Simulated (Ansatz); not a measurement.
Reaction (formal exchange of groups at a C–Si bond): `N=C[SiH2]N` + `C[SiH3]` → `N=CC[SiH3]` + `N[SiH3]`

Gas-phase electronic energies from Ansatz, PBE0-D4/def2-TZVP geometries. CCSD(T)/CBS is the MP2 limit (def2-TZVPP, def2-QZVPP) plus CCSD(T) − MP2 in def2-TZVPP, frozen cores. This one scheme is used for every species. DFT in def2-TZVPP. HSE06 is defined as in plane-wave codes. One conformer a species, not always the lowest.

`N=C[SiH2]N`:

```xyz
10

N     1.199    0.814   -1.155
C     0.800    0.975    0.040
Si   -0.505   -0.200    0.753
N    -1.054   -1.422   -0.314
H     1.900    1.512   -1.416
H     1.193    1.784    0.679
H    -1.661    0.642    1.166
H     0.098   -0.839    1.954
H    -1.574   -1.129   -1.128
H    -0.395   -2.138   -0.580
```

`C[SiH3]`:

```xyz
8

C     0.449   -0.183    0.860
Si   -0.401    0.164   -0.770
H     1.345   -0.788    0.708
H    -0.216   -0.725    1.536
H     0.745    0.747    1.349
H     0.507    0.900   -1.690
H    -1.622    0.990   -0.561
H    -0.807   -1.105   -1.433
```

`N=CC[SiH3]`:

Z-matrix (Å, degrees):
```
C
C 1 1.491
Si 1 1.891 2 111.3
H 1 1.095 2 110.4 3 119.0
H 1 1.094 2 111.0 3 -121.0
N 2 1.264 1 128.1 3 101.6
H 2 1.095 1 115.2 3 -76.4
H 3 1.485 1 109.6 2 -64.5
H 3 1.487 1 109.6 2 175.3
H 3 1.486 1 109.8 2 55.5
H 6 1.023 2 110.9 1 1.7
```

`N[SiH3]`:

Cartesian coordinates in Å:
```
N 0.155 0.192 1.038
Si -0.184 -0.178 -0.607
H 0.008 1.129 1.378
H 0.951 -0.229 1.489
H -1.539 0.345 -0.923
H 0.759 0.395 -1.614
H -0.149 -1.655 -0.759
```

| level | ΔE (kJ/mol) |
| --- | --- |
| r2SCAN0-D4 | 15.5 |
| ωB97X-V | 16.0 |
| r2SCAN | 16.5 |
| PBE0 | 15.2 |
| HSE06 | 15.2 |
| MP2/def2-TZVPP | 14.6 |
| HF/def2-QZVPP | 15.0 |
| HF/CBS(def2) | 15.0 |

(1) What does CCSD(T)/CBS give? (An estimate is asked.)

Largest T1 diagnostic among the species: 0.012.

Results:

(1) Computed: +17.8 kJ/mol. The listed levels differ from it by -2.3, -1.8, -1.3, -2.6, -2.6, -3.2, -2.8, -2.8 kJ/mol.

Leaving LDA and LC-ωPBE aside and taking each functional with its dispersion term where it has one, the values, not all of them listed here, spread over 4.2 kJ/mol, from PBE-QIDH to ωB97M-V. LDA lies −6.4 kJ/mol from PBE without D4. At CCSD(T), def2-SVP lies −7.7 kJ/mol from the extrapolated value and def2-TZVPP −1.2 kJ/mol.
